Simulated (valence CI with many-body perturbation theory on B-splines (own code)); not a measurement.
# Sm23+ in brief

Computed by valence CI with perturbative core correlation (CI+MBPT): three valence electrons over a frozen Dirac-Fock core [Kr], radial functions for each j: 7 s, 7 p, 8 d, 6 f, 4 g, 1 h, with the one-electron correlation potential Σ1 (screened to all orders), the two-electron term Σ2, the three-electron term Σ3, Breit, model QED; selected single and double excitations, second order for the rest, scaled by the run's own slope (own B-spline code, finite nucleus).

No measured levels were compared; by estimate terms of the open shell hold to 2 to 4 % of their energy, and close levels can change places. The list stops below the first excitations out of the core.

Levels are named by their leading jj configuration (3d3/2^4 stands for four electrons in 3d with j = 3/2), which in mixed levels can hold well under half, so a name can repeat and another be missing.

Rates and lifetimes use the calculated energies. Strong lines usually hold to 10 to 20 %, long lifetimes can be off by a factor of two.

**Question.** What is the ground level?

**Answer.** (4d3/2^3) J=3/2, composition 67 % 4d3 4F + 25 % 4d3 2D + 5 % 4d3 2P, g = 0.578.

**Question.** How well does LS coupling describe the low levels?

**Answer.** Among the lowest 19 levels the leading LS term, summed over configurations, holds 68 % on average. For single configurations the figures are 68 % in LS and 84 % in jj coupling. Terms mix most in the J = 9/2 level at 7.456 eV, where the leading one holds 42 %.

**Question.** What is the ionisation energy?

**Answer.** 742.67 eV; NIST lists 742 ± 4 eV (theoretical).
